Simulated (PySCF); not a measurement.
Gas-phase reaction: 3 B₂O₃ + 3 Cl₂ → 2 B₃O₃Cl₃ + O₃

Energies from PySCF (xtb for GFN2), thermal terms from the rigid-rotor harmonic-oscillator model, ideal gas at 1 bar. Table values come from the NASA 1993 polynomials. After a fit of one offset per element over all species, the range-separated, M06-2X, PBE0/def2-QZVP and CCSD(T)/def2-TZVPP enthalpies, where run, lie to one side of the table for B₃O₃Cl₃ (-33 kJ/mol), O₃ (+19 kJ/mol): a fault of the table's entry, another state or a shared error of the levels is possible; this was not checked at source. † marks an energy on the PBE0/def2-TZVP geometry and frequencies; other levels use their own. 6-31G* has spherical d functions here. All species are closed-shell singlets. B3LYP is the form with VWN-RPA correlation. The harmonic model lacks anharmonicity and excited electronic states, which grow with temperature; levels with a mode under 35 cm⁻¹ are left out. Strong static correlation: O₃. Soft modes under 120 cm⁻¹ make the harmonic entropy rough for B₂O₃, B₃O₃Cl₃. The table's entry may be an old estimate for B₂O₃, B₃O₃Cl₃ (not checked at source). Warning, point group unlike the PBE0 one: B₂O₃ (GFN2-xTB).

ΔH° and ΔS° at 298 K: table -614 kJ, -517 J/K; B3LYP/6-31G* -651 kJ, -535 J/K; GFN2-xTB 136 kJ, -522 J/K; PBE0/def2-SVP† -799 kJ, -528 J/K; PBE0/def2-TZVP -680 kJ, -528 J/K; LDA/def2-TZVP† -834 kJ, -528 J/K.

Q: With the heat capacities included, give log10 K at 500, 600, 800, 1800, 2000 K for each.

A: 
```
T (K)  table  B3LYP/6-31G*  GFN2-xTB  PBE0/def2-SVP†  PBE0/def2-TZVP  LDA/def2-TZVP†
-----  -----  ------------  --------  --------------  --------------  --------------
500     37.2          40.0     -41.6            55.8            43.4            59.5
600     26.6          28.7     -39.2            41.9            31.6            45.0
800     13.4          14.6     -36.2            24.6            16.9            26.9
1800    -7.7          -8.3     -30.6            -3.6            -7.0            -2.6
2000    -9.3         -10.0     -30.1            -5.8            -8.9            -4.8
```
Ten kJ in ΔG° is worth 1.04 decades in K at 500 K and 0.26 at 2000 K. Holding ΔH° and ΔS° at their 298 K values would give -11.0 (table), -11.0 (B3LYP/6-31G*), -30.8 (GFN2-xTB) at 2000 K.
